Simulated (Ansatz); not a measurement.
Consider the substitution at a C–O bond: `COCCF` + `CC(O)F` → `CC(F)OCCF` + CH₃OH.

Computed with Ansatz on PBE0-D4/def2-TZVP structures; ΔE is electronic, products minus reactants. CCSD(T)/CBS adds triple-zeta CCSD(T) − MP2 to the extrapolated MP2 energy (def2 sets, frozen cores). This one scheme is used for every species. Functionals use def2-TZVPP. B3LYP here is the variant with VWN-RPA as its local correlation; programs differ in this. One conformer a species, not always the lowest.

`COCCF`:

Cartesian coordinates in Å:
```
C 1.371 -0.669 -0.700
O 0.773 -0.660 0.574
C -0.602 -0.392 0.570
C -0.958 1.066 0.432
F -0.774 1.513 -0.867
H 2.390 -1.033 -0.569
H 0.838 -1.345 -1.382
H 1.400 0.327 -1.153
H -1.113 -0.966 -0.218
H -0.986 -0.734 1.537
H -0.330 1.676 1.087
H -2.011 1.218 0.689
```

`CC(O)F`:

```xyz
9

C    -0.210   -0.868   -0.505
C     0.315    0.354    0.186
O    -0.739    1.173    0.523
F     0.989   -0.029    1.341
H    -0.937   -1.363    0.140
H    -0.698   -0.587   -1.440
H     0.608   -1.556   -0.721
H     1.064    0.886   -0.416
H    -0.393    1.991    0.892
```

`CC(F)OCCF`:

Z-matrix (Å, degrees):
```
C
C 1 1.499
H 1 1.091 2 109.4
H 1 1.090 2 109.9 3 119.8
H 1 1.090 2 109.9 3 -120.0
F 2 1.395 1 108.8 3 63.4
O 2 1.371 1 109.4 3 -56.7
H 2 1.099 1 113.0 3 179.5
C 7 1.414 2 115.9 1 -170.5
C 9 1.515 7 111.5 2 -91.5
H 9 1.092 7 107.0 2 149.5
H 9 1.097 7 110.7 2 31.7
F 10 1.383 9 108.1 7 -171.3
H 10 1.091 9 111.9 7 69.2
H 10 1.093 9 110.2 7 -52.7
```

CH₃OH:

Z-matrix (Å, degrees):
```
C
O 1 1.409
H 1 1.097 2 112.4
H 1 1.090 2 107.0 3 -118.5
H 1 1.097 2 112.4 3 123.0
H 2 0.959 1 108.5 3 -61.6
```

```tsv
level	ΔE (kcal/mol)	difference from CCSD(T)/CBS
PBE-D4	2.0	1.1
r2SCAN-D4	1.8	0.9
PBE0-D4	1.7	0.8
B3LYP-D4	1.5	0.6
ωB97X-V	1.4	0.5
ωB97M-V	1.5	0.6
B2PLYP	1.6	0.7
PBE	2.2	1.3
r2SCAN	1.9	1.0
PBE0	1.9	1.0
B3LYP	1.8	0.9
HF/def2-TZVPP	1.1	0.2
MP2/def2-TZVPP	1.4	0.5
SCS-MP2/def2-TZVPP	1.2	0.3
CCSD/def2-TZVPP	1.2	0.3
CCSD(T)/def2-TZVPP	1.1	0.2
HF/def2-QZVPP	1.1	0.2
MP2/def2-QZVPP	1.3	0.4
SCS-MP2/def2-QZVPP	1.1	0.2
HF/CBS(def2)	1.1	0.2
MP2/CBS(def2)	1.2	0.3
CCSD/CBS(def2)	1.0	0.1
CCSD(T)/CBS	0.9	0
```

Largest T1 diagnostic among the species: 0.011.
